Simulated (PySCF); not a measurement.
# From computed data to an observable: refractive index and permittivity of the vapour

Si(F)2(Cl)(OH) (ClF2HOSi), SMILES Cl[Si](F)(F)O.

Geometry optimised at PBE0-D3(BJ)/def2-SVP. One conformer was computed; it need not be the lowest.

HF/def2-TZVP in PySCF gives a mean static polarisability of 31.7 bohr³ and a dipole moment of 2.43 D. Take an ideal gas at 298.15 K and 0.1 bar, whether or not the substance is that volatile.

Q: Work out n − 1 in the optical limit and the static ε − 1.

A: 
Polarisability volume α' = 31.7 × 0.148185 = 4.70 Å³. Number density N = p/kT = 2.43e-6 Å⁻³.
Dilute limit of Lorentz–Lorenz: n − 1 = 2π N α' = 7.2e-5.
Orientation term of Debye: μ²/(3kT) = 8.098 Å³ × μ²(D²) = 47.82 Å³.
ε − 1 = 4π N (α' + μ²/3kT) = 0.0016. Orientation of the dipole supplies 91 % of the static response; it can't follow optical fields. Vibrational polarisation and dispersion are left out.
